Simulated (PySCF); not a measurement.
Ge(eta1-allyl)Cl3, C3H5Cl3Ge.
Bonds: Ge1–C2, Ge1–Cl10, Ge1–Cl11, Ge1–Cl12, C2–C3, C3–C4. Hydrogens: H5, H6 on C2; H7 on C3; H8, H9 on C4.

Computed by this run: PBE0-D3(BJ)/def2-SVP geometry optimisation, gas phase in PySCF 2.14.0; density fitting, grid level 1; the optimiser is geomeTRIC in internal coordinates, started from a GFN2-xTB structure with every atom displaced at random (about 0.03 Å).

At the end of the run (lengths in Å): Ge1–Cl11 2.142, Ge1–C2 1.944, C3–C4 1.335, Ge1–Cl10 2.145, C3–H7 1.096, Ge1–Cl12 2.143, C4–H8 1.095, C2–C3–C4 124.5°, C2–Ge1–Cl10 110.8°, Cl10–Ge1–Cl12 107.6°, C2–Ge1–Cl11 109.9°, Cl10–Ge1–C2–C3 58°, Ge1–C2–C3–C4 98°, H5–C2–Ge1–Cl10 -65°, H5–C2–C3–C4 -143°.

Task: These geometries were met on the way; a selection of coordinates is given. Order them by energy above the end point, lowest first.
A. Ge1–Cl11 2.145, Ge1–C2 1.947, C3–C4 1.340, Ge1–Cl10 2.142, C3–H7 1.095, Ge1–Cl12 2.145, C4–H8 1.094, C2–C3–C4 124.1°, C2–Ge1–Cl10 110.9°, Cl10–Ge1–Cl12 108.4°, C2–Ge1–Cl11 110.1°, Cl10–Ge1–C2–C3 65°, Ge1–C2–C3–C4 105°, H5–C2–Ge1–Cl10 -56°, H5–C2–C3–C4 -138°
B. Ge1–Cl11 2.185, Ge1–C2 1.975, C3–C4 1.325, Ge1–Cl10 2.111, C3–H7 1.115, Ge1–Cl12 2.126, C4–H8 1.109, C2–C3–C4 117.2°, C2–Ge1–Cl10 112.8°, Cl10–Ge1–Cl12 110.0°, C2–Ge1–Cl11 107.9°, Cl10–Ge1–C2–C3 65°, Ge1–C2–C3–C4 108°, H5–C2–Ge1–Cl10 -57°, H5–C2–C3–C4 -136°
C. Ge1–Cl11 2.156, Ge1–C2 1.949, C3–C4 1.353, Ge1–Cl10 2.136, C3–H7 1.082, Ge1–Cl12 2.143, C4–H8 1.093, C2–C3–C4 128.8°, C2–Ge1–Cl10 111.7°, Cl10–Ge1–Cl12 109.5°, C2–Ge1–Cl11 108.8°, Cl10–Ge1–C2–C3 65°, Ge1–C2–C3–C4 107°, H5–C2–Ge1–Cl10 -57°, H5–C2–C3–C4 -137°
D. Ge1–Cl11 2.228, Ge1–C2 2.030, C3–C4 1.256, Ge1–Cl10 2.070, C3–H7 1.169, Ge1–Cl12 2.097, C4–H8 1.128, C2–C3–C4 131.7°, C2–Ge1–Cl10 114.1°, Cl10–Ge1–Cl12 110.6°, C2–Ge1–Cl11 107.0°, Cl10–Ge1–C2–C3 65°, Ge1–C2–C3–C4 109°, H5–C2–Ge1–Cl10 -57°, H5–C2–C3–C4 -136°
E. Ge1–Cl11 2.142, Ge1–C2 1.944, C3–C4 1.335, Ge1–Cl10 2.148, C3–H7 1.096, Ge1–Cl12 2.143, C4–H8 1.095, C2–C3–C4 124.3°, C2–Ge1–Cl10 109.6°, Cl10–Ge1–Cl12 107.7°, C2–Ge1–Cl11 112.7°, Cl10–Ge1–C2–C3 59°, Ge1–C2–C3–C4 101°, H5–C2–Ge1–Cl10 -64°, H5–C2–C3–C4 -142°

Result: E (0.003 eV), A (0.016 eV), C (0.071 eV), B (0.193 eV), D (0.717 eV).

```csv
step,E above end (eV),"rms distance from the end, all atoms (Å)",largest force (eV/Å),rms shift of all bonds from the end (Å)
9,0.003,0.059,0.099,0.001
3,0.016,0.145,0.392,0.002
2,0.071,0.145,1.033,0.009
1,0.193,0.212,1.720,0.021
0,0.717,0.170,7.658,0.058
```

Rows stand in the order of the answer.
